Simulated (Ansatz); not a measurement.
Isolated molecules relaxed with PBE0-D4/def2-TZVP in Ansatz; ΔE leaves out vibrations. CCSD(T)/CBS is the MP2 limit (def2-TZVPP, def2-QZVPP) plus CCSD(T) − MP2 in def2-TZVPP, frozen cores. Functionals use def2-TZVPP. HSE06 is defined as in plane-wave codes. For Br outer-core shells are correlated without core-valence functions, which leaves a few kJ/mol of doubt a bond. Scalar relativity is left out up to krypton. Each species was taken in one conformer, which may not be the lowest.

Reaction (formal exchange of groups at the Si–C bond): `N=C=C(F)[SiH3]` + `O[SiH](O)Br` → `O[Si](O)([SiH3])Br` + `N=C=CF`

| level | ΔE (kcal/mol) |
| --- | --- |
| BLYP-D4 | 2.8 |
| HSE06-D4 | 1.8 |
| ωB97X-V | 3.5 |
| RPA@PBE/def2-TZVPP | 4.4 |
| CCSD(T)/def2-SVP | 3.9 |
| HF/def2-QZVPP | 6.4 |
| MP2/def2-QZVPP | 5.9 |
| HF/CBS(def2) | 6.4 |

Q: What does CCSD(T)/CBS give? (Estimate.)

A: Computed: +4.0 kcal/mol. The listed levels differ from it by -1.2, -2.2, -0.5, 0.4, -0.1, 2.4, 1.9, 2.4 kcal/mol.

Largest T1 diagnostic among the species: 0.015.

The D4 term adds −0.9 kcal/mol with B3LYP and −0.6 kcal/mol with PBE0; it sums over pairs of atoms, weighted by their polarisabilities, and B3LYP, whose exchange is more repulsive, gets the larger term. Leaving LDA and LC-ωPBE aside and taking each functional with its dispersion term where it has one, the values, not all of them listed here, spread over 3.8 kcal/mol, from PBE-D4 to B2PLYP.

B3LYP here is the variant with VWN-RPA as its local correlation; programs differ in this.
